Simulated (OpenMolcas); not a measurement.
Nd3+ with 6 ligands (oxide) in octahedral coordination (Oh) at 2.36 Å. A charge of +1.5 e stands 2.8 Å behind each ligand. Ligand basis ANO-RCC-VDZP.

* Program: OpenMolcas
* Method: CASSCF
* Basis: ANO-RCC-VDZP [7s6p4d2f1g]
* Scalar Hamiltonian: DKH2, point nucleus
* Active space: 3 electrons in 7 orbitals (4f)
* State averaging: 2S+1 = 4 odd, 35 roots (30 in the spin-orbit step); 2S+1 = 2 odd, 43 roots kept (CI in the orbitals of an earlier block)
* Spin-orbit coupling: RASSI with atomic mean-field integrals over the reference wave functions

**Question.** What is the spin-free ground state (labels of O, the rotations of Oh)?

**Answer.** 4A2, 1-fold in its orbital part, 100 % from free-ion I terms; it has the highest spin that f3 allows.

**Question.** Where is the first state of the same spin?

**Answer.** 4T2 at 30.6 cm-1 above the ground state.

**Question.** What are the lowest two levels with spin-orbit coupling?

**Answer.** A 2-fold level Γ6 with g = 2.65, 2.65, 2.65, then a 4-fold level Γ8 9.0 cm-1 above it. Their leading multiplicities are 4 (98 %) and 4 (98 %).

**Question.** What is χT at 300 K, and how does it compare with the textbook value?

**Answer.** Hund's rules give f3 the level 4I9/2 with g = 0.727, so an isolated free-ion multiplet has χT = g² J(J+1) / 8 = 1.636 cm3 K/mol. The computed 1.638 at 300 K differs by 0 %, through the field's splitting, the mixing of terms and any other multiplet in reach.

High states are left out of the spin-orbit mixing, which shifts the levels that they would mix with. The oxide ions are held by bare point charges, a crude embedding. Without dynamic correlation the ligand-field splitting of an f shell can come out too small, at times by half. A group larger than the point group allows holds several states that coincide in this model. The first state left out of the spin-orbit step lies near 35000 cm-1 above the lowest spin-free state of the reference (among the parities and spins computed), and the lists stop at four fifths of that energy or lower. No measured value stands beside these numbers; the geometry is a model, was not optimised and need not be the one that this ion takes.
